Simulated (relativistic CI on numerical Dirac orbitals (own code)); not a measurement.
Line list: Electric-dipole lines, Ta LX

Method of calculation: Dirac-Coulomb-Breit CI, orbitals from a KLI potential per configuration, model QED, unscaled Slater integrals (own radial code, finite nucleus).

Configurations in the expansion (outside the closed core [Ne]): 3s²3p², 3s²3p3d, 3s3p³, 3s²3d², 3p⁴, 3s3p²3d, 3p²3d², 3s3p3d², 3p³3d, 3s²3d4s, 3s²3d4p, 3s3p3d4s, 3p³4s, 3s²3p4s, 3s3p3d4p, 3p³4p, 3s²3p4p, 3p²3d4s, 3s²3p4d, 3p²3d4p, 3s3p²4s, 3s²3p4f, 3s3p²4p, 3s3p²4d, 3s3p²4f, 3s²4s², 3s²3p5s, 3s²3p5p, 3s²4s4p, 3s²3p5d, 3s²3p5f, 3s²3p5g, 3s²4p², 3s3p4s², 3s3p²5s, 3s3p4s4p. Levels of other configurations are missing.

```
λ vac (nm)             Lower               Upper   A (s⁻¹)  log gf  S velocity/length
   0.39159    3s²3p² ¹D2 [3]  3s²3p4d ³F°3 [393]  6.67e+13    0.03               0.98
   0.39212    3s²3p² ³P0 [1]  3s²3p4d ³D°1 [348]  8.71e+13   -0.22               0.97
   0.40143    3s²3p² ¹D2 [3]  3s3p²4p ³D°3 [380]  3.89e+13   -0.18               0.98
   0.43251    3s3p³ ³P°2 [4]   3s3p²4d ³D3 [366]  6.64e+13    0.12               0.98
   0.43308    3s²3p² ³P1 [2]  3s²3p4d ³P°2 [349]  9.50e+13    0.13               0.97
   0.43331   3s²3p² ³P2 [10]  3s²3p4d ³D°3 [399]  1.48e+14    0.47               0.98
   0.43388    3s²3p² ¹D2 [3]  3s²3p4d ³F°3 [350]  1.01e+14    0.30               0.98
   0.43399    3s3p³ ³P°2 [4]   3s3p²4s ³D3 [365]  3.92e+13   -0.11               0.96
   0.43668    3s3p³ ³D°1 [5]   3s3p²4d ³F2 [367]  7.46e+13    0.03               0.97
   0.45766  3s²3p3d ³F°2 [6]   3s²3p4f ³G3 [355]  1.99e+14    0.64               0.99
   0.45875  3s3p²3d ³D1 [12]  3s3p²4f ³F°2 [377]  1.79e+14    0.45               0.97
   0.45966  3s3p²3d ³D2 [13]  3s3p²4f ³F°3 [379]  1.76e+14    0.59               0.97
   0.46384  3s²3p3d ³D°1 [7]   3s²3p4f ³F2 [356]  1.42e+14    0.36               0.98
   0.47094  3s²3p3d ³F°3 [9]   3s²3p4f ³G4 [358]  2.04e+14    0.79               0.99
   0.47126  3s²3p3d ³P°2 [8]   3s²3p4f ³D3 [357]  1.87e+14    0.64               0.98
   0.47160  3s3p²3d ³D3 [14]  3s3p²4f ³F°4 [382]  2.08e+14    0.80               0.98
   0.47278  3s3p²3d ³F2 [16]  3s3p²4f ³G°3 [386]  1.99e+14    0.67               0.97
    2.1156    3s²3p² ³P0 [1]    3s²3p3d ³D°1 [7]  4.24e+12   -0.07               1.02
    2.1177  3s²3p3d ³P°2 [8]     3s²3d² ³P2 [69]  2.78e+12   -0.03               0.99
    2.1220    3s²3p² ³P1 [2]   3s²3p3d ³P°1 [24]  3.22e+12   -0.19               1.01
    2.1269  3s3p²3d ³D2 [13]   3s3p3d² ³D°2 [81]  3.69e+12    0.10               0.92
    2.1270  3s²3p3d ³F°3 [9]     3s²3d² ¹G4 [67]  2.49e+12    0.18               1.00
    2.1399  3s3p²3d ³D3 [14]  3s3p3d² ³F°4 [101]  2.37e+12    0.17               0.95
    2.1484    3s3p³ ³P°2 [4]    3s3p²3d ³D2 [40]  2.83e+12   -0.01               1.01
    2.1584    3s²3p² ¹D2 [3]   3s²3p3d ³D°2 [23]  3.14e+12    0.04               1.01
    2.1653  3s²3p3d ³F°3 [9]     3s²3d² ³F3 [65]  2.18e+12    0.03               1.01
    2.1733    3s3p³ ³P°2 [4]    3s3p²3d ³D3 [38]  1.94e+12   -0.02               1.03
    2.1743    3s²3p² ¹D2 [3]   3s²3p3d ³F°3 [22]  2.08e+12    0.01               1.04
    2.2031  3s²3p3d ³D°1 [7]     3s²3d² ³F2 [55]  3.34e+12    0.08               1.01
    2.3469  3s²3p3d ³F°2 [6]    3s3p²3d ³G3 [41]  2.00e+12    0.06               1.01
```

Terms are leading LS components. Brackets give the number of a level in order of energy, since labels repeat. The list gives strong lines, with weight on those to low levels, among the lowest 400 of 1108 levels, so that lines to higher ones, which can be the strongest, are missing. Levels whose partners in the same complex of configurations lie outside the list can be far off, and so can their lines. Rates are taken at the computed energies, electric ones in the length gauge. A velocity-to-length ratio far from 1 marks an uncertain rate.

At this charge energies of transitions that change n are usually good to better than 1 %, and those within a shell (Δn = 0) to a few per cent.

LS names give the leading component of a level, which can be under half, so a name can repeat, a term be missing and a line seem to break the LS rules.
